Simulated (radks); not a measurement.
Task: The mean radii <r> (bohr) of the occupied orbitals of an atom or ion are listed with their occupations. Method: scalar-relativistic Kohn-Sham, BLYP, spin-unpolarised, spherical densities, finite nucleus; Fermi nuclear charge, rms radius of each element as measured or else 0.836 A^(1/3) + 0.57 fm; computed with a radial shooting solver on a logarithmic mesh with Libxc functionals.

orbital  occ.      <r>
1s          2  0.04275
2s          2   0.1896
2p          6   0.1654
3s          2   0.5516
3p          6   0.5642
3d         10   0.5902
4s          2    1.631
4p          4    1.967

Name the element and its charge.

Result: Z = 35, bromine, charge +1: Br+ in [Ar] 3d10 4s2 4p4. The 1s radius gives Z: for a bare nucleus <r> = (2 gamma + 1)/(2Z) with gamma = sqrt(1 - (Z/c)^2), 0.04191 bohr for Z = 35, and screening makes it slightly larger (0.04275 here). The occupations add up to 34, and the charge is Z minus that.
